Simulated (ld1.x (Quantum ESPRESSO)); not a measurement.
## Configuration tests for Se (Z = 34) (TM)

* Element: selenium (Se)
* Generator: ld1.x (Quantum ESPRESSO) 7.5
* Type: norm-conserving Troullier–Martins (Kleinman–Bylander form)
* Functional: PBEsol
* Relativity: non-relativistic
* Frozen core: [Ar] 3d10
* Valence charge: 6
* Reference configuration: 4s1.5 4p4.5
* Partial waves: 4p (bound): rc 1.90 bohr; 4s (bound): rc 1.50 bohr
* Local potential: the s channel
* Core correction: none

Energies are relative to the spin-unpolarised reference configuration 4s1.5 4p4.5; without spin polarisation the order of configurations can differ from experiment.

| valence configuration | charge | ΔE all-electron (eV) | error AE − PS (meV) |
| --- | --- | --- | --- |
| 4s2 4p4 | 0 | -5.111 | +0.2 |
| 4s2 4p3 | +1 | 5.767 | -6.1 |
| 4s2 4p2 | +2 | 26.135 | -32 |
| 4s2 4p1 | +3 | 56.999 | -66 |
| 4s1 4p5 | 0 | 5.157 | +0.1 |
| 4s2 4p4.3 | -0.3 | -6.715 | -0.7 |
| 4s2 4p3.5 | +0.5 | -0.785 | -0.7 |

ld1.x printed “convergence not achieved” for 7 of the counted tests; their residual had stalled under 1e-8, short of the target of 1e-14.

Note: ghost state, extra bound levels that the all-electron valence spectrum of the same l lacks: p at -117.9 eV. A true bound ghost makes a file unfit for plane-wave use.
